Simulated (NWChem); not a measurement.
System: C₅H₈; SMILES C=C/C=C/C

Input file for NWChem:

```
start job
memory heap 200 mb stack 900 mb global 1100 mb
geometry units angstroms noautoz
  C     -0.254717     2.531107     0.000000
  C      0.394499     1.357788     0.000000
  C     -0.249875     0.055671     0.000000
  C      0.411055    -1.114311     0.000000
  C     -0.219741    -2.463938     0.000000
  H     -1.348452     2.575899     0.000000
  H      0.282527     3.482300     0.000000
  H      1.491651     1.355637     0.000000
  H     -1.347742     0.048607     0.000000
  H      1.509000    -1.086358     0.000000
  H      0.090092    -3.049542     0.882478
  H     -1.317902    -2.401867     0.000000
  H      0.090092    -3.049542    -0.882478
end
basis spherical
  * library def2-svp
end
dft
  xc bhlyp
  iterations 150
  vectors input atomic output neutral.movecs
end
task dft energy
charge 1
dft
  odft
  mult 2
  vectors input atomic output cation.movecs
end
task dft energy
```

The geometry was optimised at PBE0/def2-SVP. Not confirmed as a minimum by frequencies.

Ions are spin-unrestricted doublets at the neutral geometry; other ion states weren't tried.

### Question
What results follow from this input? (BHandHLYP/def2-SVP, vertical spin-unrestricted ions.) Quantities: vertical ionisation energy, ΔSCF (eV); −ε(HOMO) (eV).

### Answer
vertical ionisation energy, ΔSCF (eV): 8.21
−ε(HOMO) (eV): 7.20
